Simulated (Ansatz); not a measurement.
`O[Si]1([SiH3])[SiH2][SiH2]1` at its PBE0-D4/def2-TZVP geometry, where that method's forces vanish. Charge 0, multiplicity 1.

```xyz
13

O    -1.3226    1.1703    1.7165
Si   -0.4453    0.3912    0.5534
Si   -1.2973    0.7757   -1.5745
Si    1.8499    0.1419    0.3223
Si    0.4614   -1.7442    0.5392
H    -1.0409    1.0593    2.6262
H    -0.4179    0.0261   -2.5129
H    -1.2649    2.2191   -1.9300
H    -2.6902    0.2736   -1.7110
H     2.7107    0.2235    1.5328
H     2.5708    0.6052   -0.8915
H     0.1099   -2.7398   -0.5063
H     0.7765   -2.4020    1.8357
```

(1) What forces (eV/Å) does ωB97M-V/def2-TZVPP give on these atoms in the Gaussian-basis code of Ansatz? (Best estimate.)

Results:

(1) Ansatz gave: 
```
O1  -0.030  0.034  0.117
Si2  0.110 -0.096 -0.151
Si3 -0.043  0.022 -0.089
Si4  0.106  0.052 -0.005
Si5 -0.016 -0.116  0.013
H6  -0.029  0.020 -0.021
H7  -0.086  0.073  0.098
H8   0.000 -0.166  0.042
H9   0.161  0.054  0.017
H10 -0.099 -0.011 -0.129
H11 -0.082 -0.057  0.134
H12  0.043  0.113  0.114
H13 -0.034  0.077 -0.139
```
